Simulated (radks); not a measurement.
All-electron atom: Cu+ in [Ne] 3s2 3p5 3d10 4d1 (not the ground configuration).

Calculated with a radial shooting solver on a logarithmic mesh with Libxc functionals: scalar-relativistic Kohn-Sham, exchange-only PBE, spin-unpolarised, spherical densities, point nucleus.

Energy parts (Ry):
total: -3300.38097
kinetic: 3351.89849
electron-nucleus: -7911.57137
Hartree: 1390.18083
exchange: -130.88893

Orbitals (lengths in bohr, moments of r in powers of bohr; r(90%) holds 90 % of the orbital's charge):
| orbital | occ. | eigenvalue (Ry) | <r^2> | r(90%) |
|---|---|---|---|---|
| 1s | 2 | -652.4391 | 0.003655 | 0.0931 |
| 2s | 2 | -79.63666 | 0.06523 | 0.364 |
| 2p | 6 | -68.97939 | 0.05220 | 0.337 |
| 3s | 2 | -9.88913 | 0.5807 | 1.06 |
| 3p | 5 | -6.75537 | 0.6523 | 1.15 |
| 3d | 10 | -1.74828 | 1.118 | 1.60 |
| 4s | 0 | -1.23835 | 6.329 | 3.51 |
| 4p | 0 | -0.75764 | 10.10 | 4.49 |
| 4d | 1 | -0.27912 | 35.47 | 8.45 |

The highest occupied level is 4d at -3.798 eV. The configuration is held as typed, so some empty levels lie below it. The density falls to 0.001 e/bohr^3 at r = 3.98 bohr. Summed over all electrons, <r^2> = 51.52 bohr^2, which gives a Langevin (diamagnetic) susceptibility term of -40.8 x 10^-6 cm^3/mol.
